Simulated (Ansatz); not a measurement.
Basis sets compared for `Cc1csc(-c2sc(-c3sc(-c4sc(-c5sccc5C)cc4C)cc3C)cc2C)c1`. Total charge 0; singlet. Geometry r2SCAN-D4/def2-SVP. Ansatz on 2 threads of AMD EPYC 7R13 on a shared host and a share (18 GiB) of an NVIDIA H100 80GB HBM3; times are rough, and most runs start from earlier orbitals.

Cartesian coordinates in Å:
```
C 8.559 2.565 -2.093
C 7.452 3.028 -1.194
C 7.541 4.101 -0.332
S 6.076 4.374 0.534
C 5.283 3.026 -0.255
C 3.924 2.640 0.041
S 3.364 1.081 -0.515
C 1.764 1.329 0.143
C 0.703 0.368 0.004
S -0.930 0.878 0.365
C -1.588 -0.703 0.020
C -2.987 -1.010 0.158
S -3.475 -2.689 0.162
C -5.163 -2.283 0.334
C -6.203 -3.282 0.374
S -7.864 -2.769 0.175
C -8.451 -4.375 0.354
C -7.425 -5.268 0.548
C -6.133 -4.665 0.561
C -4.870 -5.445 0.768
C -5.307 -0.902 0.392
C -4.099 -0.171 0.297
C -4.047 1.326 0.344
C -0.562 -1.559 -0.365
C 0.727 -0.977 -0.383
C 1.959 -1.733 -0.781
C 1.708 2.571 0.768
C 2.909 3.317 0.724
C 3.049 4.669 1.355
C 6.165 2.422 -1.143
H 8.274 2.660 -3.154
H 9.475 3.152 -1.936
H 8.800 1.505 -1.916
H 8.396 4.759 -0.170
H -9.522 -4.572 0.305
H -7.583 -6.340 0.685
H -4.249 -5.475 -0.144
H -5.101 -6.483 1.047
H -4.246 -5.010 1.566
H -6.281 -0.421 0.509
H -5.062 1.747 0.307
H -3.473 1.742 -0.500
H -3.568 1.690 1.268
H -0.744 -2.601 -0.642
H 1.730 -2.800 -0.914
H 2.755 -1.646 -0.024
H 2.376 -1.359 -1.731
H 0.804 2.933 1.265
H 3.728 4.645 2.224
H 3.458 5.410 0.649
H 2.073 5.034 1.704
H 5.880 1.565 -1.758
```

Single mean-field runs in def2-SVP, def2-TZVP are fitted with def2-universal-jkfit.

Binding counts from free atoms (C triplet, S triplet, H doublet) in the same basis, without a counterpoise term.

```tsv
level	functions	energy (Eh)	HOMO (eV)	LUMO (eV)	binding per atom (eV)	wall time
PBE-D4/def2-SVP	550	-2953.5756	-4.27	-2.48	5.14	7.5 s
PBE0-D4/def2-SVP	550	-2953.8201	-5.04	-1.97	5.03	7 s
```

Problem. Estimate the rows for PBE-D4/def2-TZVP, PBE0-D4/def2-TZVP (with forces).

Solution. 
```json
{"level": "PBE-D4/def2-TZVP", "functions": "1092", "energy (Eh)": "-2955.2903", "HOMO (eV)": "-4.31", "LUMO (eV)": "-2.57", "binding per atom (eV)": "5.08", "wall time": "12 s"}
{"level": "PBE0-D4/def2-TZVP (with forces)", "functions": "1092", "energy (Eh)": "-2955.5185", "HOMO (eV)": "-5.02", "LUMO (eV)": "-2.01", "binding per atom (eV)": "4.97", "wall time": "18 s"}
```
